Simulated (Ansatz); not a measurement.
Nudged elastic band run: CH$_{4}$N$_{2}$Si

Input file:

```yaml
crystal:
  periodic: [false, false, false]
  atoms:
    - { symbol: "N", position_ang: [-0.610692, 1.385493, -0.10117] }
    - { symbol: Si, position_ang: [0.484692, 0.09893, 0.24765] }
    - { symbol: C, position_ang: [0.027733, -1.631805, 0.194594] }
    - { symbol: "N", position_ang: [0.731928, -1.348771, -0.858434] }
    - { symbol: H, position_ang: [-1.542969, 1.171183, -0.461991] }
    - { symbol: H, position_ang: [-0.252003, 2.255664, -0.502262] }
    - { symbol: H, position_ang: [1.692852, 0.61489, 0.946968] }
    - { symbol: H, position_ang: [-0.439541, -2.602685, 0.478845] }
basis:
  gaussian: { orbitals: def2-SVP }
hamiltonian:
  xc: pbe
  dispersion: d4
neb:
  order_check: false
  images: 9
  f_tol: 0.05
  max_iterations: 3
  final_atoms:
    - { symbol: "N", position_ang: [-0.89006787, 1.46908608, -0.35269142] }
    - { symbol: Si, position_ang: [0.81112783, 1.11338095, -0.32748101] }
    - { symbol: C, position_ang: [0.56581362, -0.75055191, 0.16766488] }
    - { symbol: "N", position_ang: [1.62000093, -1.47856139, 0.29972237] }
    - { symbol: H, position_ang: [-1.6520611, 0.808195, -0.15405147] }
    - { symbol: H, position_ang: [-1.25600746, 2.3971831, -0.58220804] }
    - { symbol: H, position_ang: [1.36761015, -2.45321511, 0.56269031] }
    - { symbol: H, position_ang: [-0.4744161, -1.16261772, 0.33055437] }
  initial_path:
    images:
      - { positions_ang: [[-0.610692, 1.385493, -0.10117], [0.484692, 0.09893, 0.24765], [0.027733, -1.631805, 0.194594], [0.731928, -1.348771, -0.858434], [-1.542969, 1.171183, -0.461991], [-0.252003, 2.255664, -0.502262], [1.692852, 0.61489, 0.946968], [-0.439541, -2.602685, 0.478845]] }
      - { positions_ang: [[-0.61963546, 1.3800133, -0.06858157], [0.41344801, 0.11415643, 0.37287071], [0.02827167, -1.59980893, 0.2132896], [0.68803639, -1.22481566, -0.81385579], [-1.43763517, 1.11977514, -0.5336454], [-0.19890279, 2.2126799, -0.46712303], [1.58843678, 0.5272144, 0.77033728], [-0.37001943, -2.58631558, 0.47090818]] }
      - { positions_ang: [[-0.62857892, 1.37453361, -0.03599313], [0.34220401, 0.12938286, 0.49809143], [0.02881034, -1.56781287, 0.2319852], [0.64414477, -1.10086031, -0.76927758], [-1.33230133, 1.06836727, -0.60529979], [-0.14580257, 2.16969581, -0.43198406], [1.48402155, 0.43953879, 0.59370657], [-0.30049786, -2.56994616, 0.46297136]] }
      - { positions_ang: [[-0.63752237, 1.36905391, -0.0034047], [0.27096002, 0.14460929, 0.62331214], [0.02934902, -1.5358168, 0.25068081], [0.60025316, -0.97690497, -0.72469937], [-1.2269675, 1.01695941, -0.67695419], [-0.09270236, 2.12671171, -0.39684508], [1.37960633, 0.35186319, 0.41707585], [-0.2309763, -2.55357674, 0.45503454]] }
      - { positions_ang: [[-0.64646583, 1.36357422, 0.02918374], [0.19971603, 0.15983572, 0.74853285], [0.02988769, -1.50382073, 0.26937641], [0.55636155, -0.85294962, -0.68012116], [-1.12163366, 0.96555154, -0.74860859], [-0.03960214, 2.08372761, -0.36170611], [1.2751911, 0.26418758, 0.24044513], [-0.16145473, -2.53720731, 0.44709773]] }
      - { positions_ang: [[-0.65540929, 1.35809452, 0.06177217], [0.12847204, 0.17506215, 0.87375357], [0.03042636, -1.47182466, 0.28807201], [0.51246993, -0.72899428, -0.63554295], [-1.01629983, 0.91414368, -0.82026298], [0.01349807, 2.04074352, -0.32656714], [1.17077588, 0.17651198, 0.06381441], [-0.09193316, -2.52083789, 0.43916091]] }
      - { positions_ang: [[-0.70234101, 1.38029283, -0.02112054], [0.2650032, 0.36272591, 0.63350665], [0.13750381, -1.32757011, 0.26399058], [0.73397613, -0.8789077, -0.44848988], [-1.14345208, 0.89295394, -0.68702068], [-0.24040304, 2.11203143, -0.37769532], [1.21014274, -0.34943344, 0.16358959], [-0.16842975, -2.24919386, 0.4174396]] }
      - { positions_ang: [[-0.74927272, 1.40249114, -0.10401326], [0.40153435, 0.55038967, 0.39325974], [0.24458127, -1.18331556, 0.23990916], [0.95548233, -1.02882112, -0.26143682], [-1.27060434, 0.87176421, -0.55377838], [-0.49430414, 2.18331935, -0.4288235], [1.24950959, -0.87537886, 0.26336477], [-0.24492634, -1.97754982, 0.39571829]] }
      - { positions_ang: [[-0.79620444, 1.42468946, -0.18690598], [0.53806551, 0.73805343, 0.15301282], [0.35165872, -1.03906101, 0.21582773], [1.17698853, -1.17873455, -0.07438376], [-1.39775659, 0.85057447, -0.42053608], [-0.74820525, 2.25460726, -0.47995168], [1.28887644, -1.40132428, 0.36313995], [-0.32142292, -1.70590579, 0.37399699]] }
      - { positions_ang: [[-0.84313616, 1.44688777, -0.2697987], [0.67459667, 0.92571719, -0.08723409], [0.45873617, -0.89480646, 0.1917463], [1.39849473, -1.32864797, 0.11266931], [-1.52490885, 0.82938474, -0.28729378], [-1.00210636, 2.32589518, -0.53107986], [1.3282433, -1.92726969, 0.46291513], [-0.39791951, -1.43426175, 0.35227568]] }
      - { positions_ang: [[-0.89006787, 1.46908608, -0.35269142], [0.81112783, 1.11338095, -0.32748101], [0.56581362, -0.75055191, 0.16766488], [1.62000093, -1.47856139, 0.29972237], [-1.6520611, 0.808195, -0.15405147], [-1.25600746, 2.3971831, -0.58220804], [1.36761015, -2.45321511, 0.56269031], [-0.4744161, -1.16261772, 0.33055437]] }
```

Run as:

```bash
$ ansatz run input.yaml --threads 1 --pin off --max-ram 2048MiB --backend cpu --events-out ev --progress --plain --runs-dir out
```

Output, in part (warnings, iteration lines):

```
NEB end point (image 0): max|allowed force component| = 1.262e-2 eV/Å (the criterion of neb.relax_end_points is 1.000e-2)
NEB end point (image 10): max|allowed force component| = 2.588e-2 eV/Å (the criterion of neb.relax_end_points is 1.000e-2)
NEB iter   1: max|band force component| = 1.757e2 eV/Å  barrier→ = 44.8799 eV  barrier← = 44.8403 eV  Δτ_max = 0.2000 Å  (310 SCF iters)
NEB iter   2: max|band force component| = 8.676e1 eV/Å  barrier→ = 23.2687 eV  barrier← = 23.2291 eV  Δτ_max = 0.1995 Å  (300 SCF iters)
NEB iter   3: max|band force component| = 4.225e1 eV/Å  barrier→ = 10.2933 eV  barrier← = 10.2537 eV  Δτ_max = 0.1975 Å  (303 SCF iters)
Error: NEB band did not converge after 3 iterations: max|band force component| = 4.23e1 eV/Å (threshold 5.0e-2); raise `neb.max_iterations` in a new run, which can start from the last band evaluated (`neb.initial_path`, with `crystal.atoms` and `neb.final_atoms` set to its first and last images), …
```

The run ended unconverged. The band didn't meet its force threshold, so its energies are provisional: the largest band force was still 42.25 eV/Å, and over the last iterations the top moved between 10.29 and 44.88 eV. The orbitals stay closed-shell, which can raise the energy where a bond breaks towards radicals; this wasn't checked here.

Final band (atoms are numbered from 1 in the order of the input):

| image | path coordinate (Å) | energy (eV) | Si2–N4 (Å) | Si2–H7 (Å) | N4–H7 (Å) |
| --- | --- | --- | --- | --- | --- |
| 0 | 0.00 | 0.00 | 1.84 | 1.49 | 2.84 |
| 1 | 0.35 | 0.07 | 1.84 | 1.46 | 2.74 |
| 2 | 0.70 | 0.40 | 1.85 | 1.41 | 2.48 |
| 3 | 1.06 | 0.93 | 1.89 | 1.39 | 2.15 |
| 4 | 1.41 | 1.44 | 1.97 | 1.41 | 1.78 |
| 5 | 1.77 | 1.72 | 2.04 | 1.47 | 1.39 |
| 6 | 2.47 | 2.35 | 1.99 | 1.50 | 1.06 |
| 7 | 3.22 | 4.88 | 2.03 | 1.92 | 0.89 |
| 8 | 3.97 | 10.29 | 2.18 | 2.48 | 0.71 |
| 9 | 4.86 | 0.73 | 2.42 | 3.31 | 0.99 |
| 10 | 5.86 | 0.04 | 2.79 | 3.72 | 1.04 |

Run time: 110 s on 1 thread of Intel(R) Xeon(R) Processor @ 2.50GHz (Skylake/Cascade Lake) (shared host), peak memory 0.12 GiB.
